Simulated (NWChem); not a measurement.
Molecule: C₂H₄BFO₂; SMILES CB(F)C(=O)O

```xyz
10

C     -1.0964    -1.6516     0.4790
B      0.0755    -0.7598    -0.0164
F      1.2023    -1.2753    -0.4832
C     -0.0650     0.8401    -0.0618
O     -0.9412     1.3867    -0.6878
O      0.8581     1.5160     0.6325
H     -1.2862    -1.4591     1.5495
H     -0.9186    -2.7264     0.3377
H     -2.0205    -1.3527    -0.0431
H      0.6601     2.4628     0.5257
```
Atoms are numbered in this order, from 1.

Program: NWChem. Structure relaxed at the PBE0/def2-SVP level. Vertical excitations in the gas phase; the lowest state need not have the same character in each row.

Question: Among these, which level gives the highest value of “lowest excitation, singlet (eV)”?
A) PBE/def2-SVP, full TDDFT
B) B3LYP/def2-SVP, full TDDFT
C) BHandHLYP/def2-SVP, full TDDFT
D) Hartree-Fock/def2-SVP, TDHF

Answer: D, Hartree-Fock/def2-SVP, TDHF. Values: PBE/def2-SVP, full TDDFT 4.36; B3LYP/def2-SVP, full TDDFT 4.78; BHandHLYP/def2-SVP, full TDDFT 5.20; Hartree-Fock/def2-SVP, TDHF 5.76
